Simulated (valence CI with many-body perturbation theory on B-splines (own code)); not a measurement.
Cl²⁺: key properties

Calculated by valence CI with perturbative core correlation (CI+MBPT): five valence electrons over a frozen Dirac-Fock core [Ne], radial functions for each j: 9 s, 9 p, 8 d, 6 f, 3 g, 1 h, with the one-electron correlation potential Σ1, the two-electron term Σ2, the three-electron term Σ3, Breit, model QED; selected CI, second order for the rest, scaled by the run's own slope (own B-spline code, finite nucleus).

Against 24 measured levels this calculation errs by 102 cm⁻¹ on average and by 236 at most. These come from a selection out of Moore, Atomic Energy Levels, vol. I, NSRDS-NBS 35 (1971 reprint of NBS Circular 467, 1949), an old analysis. Levels without a partner in it may be off by more. Among the levels kept, up to 1500 cm⁻¹ of a level comes from second order outside the variational space, and about a tenth of that is noise between levels of different J, which matters for small intervals.

Rates and lifetimes use the calculated energies. Strong lines usually hold to 10 to 20 %, long lifetimes can be off by a factor of two.

**Question.** What is the ground level?

**Answer.** 3s2 3p3 4S°_3/2, composition 95 % 3s2 3p3 4S° + 3 % 3s 3p3 3d 4S°, g = 2.002.

**Question.** Name the longest-lived excited levels whose lifetime is computed, and their main decay.

**Answer.** 3s2 3p3 2D°_5/2 at 18280 cm⁻¹ lives 1310 s, mostly by E2 to 3s2 3p3 4S°_3/2; 3s2 3p3 2D°_3/2 at 18216 cm⁻¹ lives 197 s, mostly by M1 to 3s2 3p3 4S°_3/2; 3s2 3p3 2P°_1/2 at 30048 cm⁻¹ lives 1.40 s, mostly by M1 to 3s2 3p3 4S°_3/2.

**Question.** What are the static dipole polarisabilities of the lowest levels?

**Answer.** 3s2 3p3 4S°_3/2 5.69; 3s2 3p3 2D°_3/2 5.79; 3s2 3p3 2D°_5/2 5.79 (tensor -0.019); 3s2 3p3 2P°_1/2 5.81 bohr³, of which the core gives 0.0509.

**Question.** Where does the other parity begin?

**Answer.** At 3s 3p4 4P_5/2, 98413 cm⁻¹.

**Question.** What is the ionisation energy?

**Answer.** 39.581 eV; NIST lists 39.8 ± 0.11 eV (semi-empirical).

**Question.** How well does LS coupling describe the low levels?

**Answer.** Among the lowest 20 levels the leading LS term, summed over configurations, holds 98 % on average. For single configurations the figures are 83 % in LS and 53 % in jj coupling. Terms mix most in the J = 5/2 level at 151887 cm⁻¹, where the leading one holds 62 %.

**Question.** Among levels below 206928 cm⁻¹, which E1 lines absorb most strongly from the ground level?

**Answer.** to 3s2 3p2 3d 4P_5/2 at 55.67 nm, f = 0.927; to 3s2 3p2 4s 4P_5/2 at 57.29 nm, f = 0.727; to 3s2 3p2 3d 4P_3/2 at 55.62 nm, f = 0.695.
